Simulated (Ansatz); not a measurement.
## Pulling the pair apart

The pair of Cl⁻ (SMILES [Cl-], atom 1) and CH3F (SMILES CF, atoms 2–6), both closed shells, in one local arrangement (a lower one may exist), relaxed at PBE0-D4/def2-TZVPD:

```json
{"atom": "Cl1", "x (Å)": "0.2203", "y (Å)": "0.1515", "z (Å)": "-2.7176"}
{"atom": "C2", "x (Å)": "-0.0387", "y (Å)": "-0.0265", "z (Å)": "0.4776"}
{"atom": "F3", "x (Å)": "-0.1525", "y (Å)": "-0.1075", "z (Å)": "1.8786"}
{"atom": "H4", "x (Å)": "0.9891", "y (Å)": "0.2145", "z (Å)": "0.2144"}
{"atom": "H5", "x (Å)": "-0.7037", "y (Å)": "0.7513", "z (Å)": "0.1080"}
{"atom": "H6", "x (Å)": "-0.3145", "y (Å)": "-0.9832", "z (Å)": "0.0391"}
```

CH3F is shifted rigidly along the line between the mean atom positions of the two fragments (negative: closer). Counterpoise interaction energies in kJ/mol. Program: Ansatz 0.2.0. Basis: def2-TZVPPD. Cores are frozen in the correlated methods. B3LYP uses VWN-RPA correlation.

```tsv
shift (Å)	B3LYP-D4	PBE0-D4	PBE-D4
-0.32	-32.2	-34.8	-34.3
-0.16	-37.7	-39.3	-38.8
0.00	-39.5	-40.4	-40.0
0.16	-39.2	-39.7	-39.3
0.39	-36.9	-37.2	-36.9
0.80	-31.0	-31.2	-31.0
1.61	-21.7	-21.6	-21.4
3.21	-12.6	-12.1	-11.8
```

(1) What does CCSD(T) give at these shifts? (Judge from chemistry; the value comes from the calculation.)

The T1 diagnostic stays at or below 0.010.

Results:

(1) By the calculation: -30.8, -36.2, -38.0, -37.7, -35.6, -30.0, -20.9, -11.7 kJ/mol. For zero shift, CCSD(T) at an estimated basis limit (MP2 extrapolated from triple and quadruple zeta, plus CCSD(T) − MP2 in triple zeta) gives -40.7 kJ/mol. These are counterpoise interaction energies, counted from the two frozen fragments.

For scale, one of the runs: CCSD(T)/def2-TZVPPD, 179 basis functions, launched by `ansatz run in.yaml --threads 2 --pin off --events-out ev --progress --plain --max-ram 5222MiB`. Time: 23 s of wall clock on 2 CPU threads of an Intel Xeon Platinum 8488C; the host was shared. Peak host memory: 1.7 GiB.
